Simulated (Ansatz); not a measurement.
Total energies of PdCl2 (the lowest singlet isomer of a short search) from Ansatz at PBE0-D4/def2-TZVP, gas phase (1 Eh = 27.2114 eV = 2625.5 kJ/mol). The reference geometry is relaxed at r2SCAN-D4/def2-TZVP.

```xyz
3

Pd    0.404   -0.652    0.514
Cl    1.003    0.176   -1.397
Cl   -1.408    0.476    0.883
```

| state | geometry | energy (Eh) |
| --- | --- | --- |
| charge 0 singlet | reference | -1048.04444 |
| charge 1 doublet | reference | -1047.66547 |
| charge 1 doublet | relaxed at r2SCAN-D4/def2-TZVP | -1047.66719 |
| charge 0 triplet | relaxed at r2SCAN-D4/def2-TZVP | -1048.05006 |
| charge 0 quintet | relaxed at r2SCAN-D4/def2-TZVP | -1047.88850 |

In the def2 sets Pd takes a core potential; there is no spin–orbit coupling.

(1) Work out the vertical ionisation energy to the doublet.

(2) How much does the charge 1 doublet relax, and what is the adiabatic ionisation energy?

(3) Which of the charge 0 states is lowest, and how far above it are the others?

(1) E(charge 1 doublet) − E(charge 0 singlet) = -1047.66547 − (-1048.04444) = 0.37897 Eh = 10.31 eV. For comparison, −ε of the highest occupied level is 8.06 eV at this level, 2.25 eV less.

(2) Relaxation: -1047.66547 − (-1047.66719) = 0.00172 Eh = 0.05 eV. Adiabatic ionisation energy: 0.37725 Eh = 10.27 eV, without zero-point energy. 

(3) The triplet. singlet: -1048.04444 − (-1048.05006) = 0.00562 Eh = 14.8 kJ/mol; quintet: -1047.88850 − (-1048.05006) = 0.16156 Eh = 424.2 kJ/mol.

The structure comes from a short search, and lower isomers may exist.
